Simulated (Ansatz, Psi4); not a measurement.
Here is a job for Psi4.
```
memory 2 GB

molecule mol {
0 2
Mo    0.146691   -0.217231    0.154523
O     1.660147   -0.634869   -0.288702
O    -0.592797   -0.945739    1.413034
Cl   -0.864696    1.280504   -0.910859
}

set {
  basis def2-svp
  reference uks
  scf_type pk
  puream true
  d_convergence 1e-8
  dft_radial_points 99
  dft_spherical_points 590
}

energy('b97m-v')
print_variables()
```

Give the equivalent Ansatz (a first-principles code) input.

One answer among several that fit: 
Ansatz 0.2 input:
```yaml
crystal:
  periodic: [false, false, false]
  atoms:
    - {symbol: Mo, position_ang: [0.14669139, -0.21723107, 0.15452263]}
    - {symbol: O, position_ang: [1.66014682, -0.63486898, -0.28870204]}
    - {symbol: O, position_ang: [-0.59279658, -0.94573942, 1.41303366]}
    - {symbol: Cl, position_ang: [-0.86469648, 1.28050424, -0.91085902]}
basis:
  gaussian:
    orbitals: def2-SVP
hamiltonian:
  xc: {name: B97M-V}
magnetization: {spin_polarized: true, initial_magnetization: 1}
accuracy: high
```

Both were run: Psi4 gave -678.497687 Eh and Ansatz -678.497659 Eh, 0.028 mEh apart.
